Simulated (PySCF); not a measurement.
Electron correlation in Ti⁺ (titanium, charge +1)

[Ar] 3d1 4s1 4p1, one real determinant (an excited configuration). Calculation: PySCF 2.14, in aug-cc-pVDZ; the non-relativistic Hamiltonian (point nucleus). Frozen: [Ar]; 3 electrons correlated.

| level | correlation energy (mhartree) |
| --- | --- |
| CCSD | -6.32 |
| (T) | -0.37 |
| CCSD(T) | -6.69 |

Diagnostics: T1 = 0.023, D1 = 0.0559, largest double amplitude 0.114.

Question: Is a single reference adequate?

Answer: Mostly. T1 lies below 0.03, but a double amplitude of this size points to a near-degeneracy that CCSD handles and MP2 describes poorly.

The reference is one real determinant that mixes LS terms of this configuration.
